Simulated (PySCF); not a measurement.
Isomers of C8H15P, one GFN2-xTB conformer each. Single-point energies are computed at PBE0/pcSseg-1 (PySCF, gas phase, no added dispersion term), electronic only.

```tsv
SMILES	GFN2-xTB relative energy (kJ/mol)
C#CP(CC)C(C)(C)C	161.7
CC=[P@]1(CC)C=CCC1	183.7
CC1=CCP(C(C)C)C1	0.0
C/C=C/P=C\C(C)(C)C	128.7
C#CCP(C)CCCC	159.5
C=CP(C=C)CCCC	168.8
```

Conformers: `[CH:1]#[C:2][P:3]([CH2:4][CH3:5])[C:6]([CH3:7])([CH3:8])[CH3:9]` with C2–P3–C4–C5 76°; `[CH3:1][CH:2]=[P@:3]1([CH2:4][CH3:5])[CH:6]=[CH:7][CH2:8][CH2:9]1` with C2–P3–C4–C5 -170°, C2–P3–C6–C7 -148°, C6–C7–C8–C9 10°, C7–C8–C9–P3 -15°, C2–P3–C9–C8 132°; `[CH3:1][C:2]1=[CH:3][CH2:4][P:5]([CH:6]([CH3:7])[CH3:8])[CH2:9]1` with C4–P5–C6–C7 -166°, C2–C3–C4–P5 14°, C3–C4–P5–C6 80°, C4–P5–C9–C2 18°, C1–C2–C9–P5 167°; `[CH3:1]/[CH:2]=[CH:3]/[P:4]=[CH:5]\[C:6]([CH3:7])([CH3:8])[CH3:9]` with C2–C3–P4–C5 180°; `[CH:1]#[C:2][CH2:3][P:4]([CH3:5])[CH2:6][CH2:7][CH2:8][CH3:9]` with C2–C3–P4–C5 66°, C3–P4–C6–C7 -171°, P4–C6–C7–C8 -54°, C6–C7–C8–C9 -64°; `[CH2:1]=[CH:2][P:3]([CH:4]=[CH2:5])[CH2:6][CH2:7][CH2:8][CH3:9]` with C1–C2–P3–C4 -36°, C2–P3–C4–C5 127°, C2–P3–C6–C7 173°, P3–C6–C7–C8 173°, C6–C7–C8–C9 66°.

Q: What does PBE0/pcSseg-1 give for the same structures?

A: 
| SMILES | PBE0/pcSseg-1 E (Eh) | PBE0/pcSseg-1 (kJ/mol) | GFN2-xTB (kJ/mol) | point group |
| --- | --- | --- | --- | --- |
| CC1=CCP(C(C)C)C1 | -654.65932 | 0.0 | 0.0 | C1 |
| C/C=C/P=C\C(C)(C)C | -654.61702 | 111.1 | 128.7 | Cs |
| C=CP(C=C)CCCC | -654.61012 | 129.2 | 168.8 | C1 |
| C#CP(CC)C(C)(C)C | -654.59817 | 160.5 | 161.7 | C1 |
| C#CCP(C)CCCC | -654.59449 | 170.2 | 159.5 | C1 |
| CC=[P@]1(CC)C=CCC1 | -654.58928 | 183.9 | 183.7 | C1 |

Both levels put the same isomer lowest; measured from each level's own lowest isomer, the values differ by up to 39.6 kJ/mol (C=CP(C=C)CCCC: 168.8 against 129.2). Neighbours under 10 kJ/mol apart (C#CP(CC)C(C)(C)C and C#CCP(C)CCCC) can change places with a better method, another conformer or zero-point energy.

Q: Which frontier levels, dipoles and rotational constants go with these structures?

A: 
| SMILES | HOMO (eV, PBE0/pcSseg-1) | LUMO (eV) | dipole (D) | A, B, C (MHz) |
| --- | --- | --- | --- | --- |
| CC1=CCP(C(C)C)C1 | -6.49 | 0.56 | 1.47 | 2191, 963.3, 846.3 |
| C/C=C/P=C\C(C)(C)C | -6.48 | -1.43 | 1.79 | 2441, 684.7, 608.7 |
| C=CP(C=C)CCCC | -6.49 | -0.26 | 1.16 | 2056, 697.0, 607.4 |
| C#CP(CC)C(C)(C)C | -6.60 | 0.16 | 1.35 | 1743, 1116, 853.8 |
| C#CCP(C)CCCC | -6.63 | 0.75 | 1.51 | 3067, 622.7, 590.2 |
| CC=[P@]1(CC)C=CCC1 | -4.66 | -0.41 | 3.48 | 1757, 1227, 920.6 |
